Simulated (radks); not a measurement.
Problem. Coulomb parameter of the 5d shell of the tantalum ion Ta+ in the model configuration [Xe] 4f14 5d3 6s1, as a second difference U = [E(n + 1) + E(n - 1) - 2 E(n)] / (1)^2 with all orbitals relaxed. "Bare": the charge of the atom changes with n. "Screened": the 6s shell takes up the change at fixed total charge, which measures U(5d,5d) + U(6s,6s) - 2 U(5d,6s). All-electron calculation, Dirac Kohn-Sham, LDA (Slater exchange, Perdew-Wang correlation), spin-unpolarised, spherical densities, finite nucleus; open shells are shared between the two j in proportion to 2j + 1; Fermi nuclear charge, rms radius 5.3507 fm. Program: a radial shooting solver on a logarithmic mesh with Libxc functionals. Estimate both.

Solution. U(bare) = 8.918 eV, U(screened by 6s) = 0.674 eV.
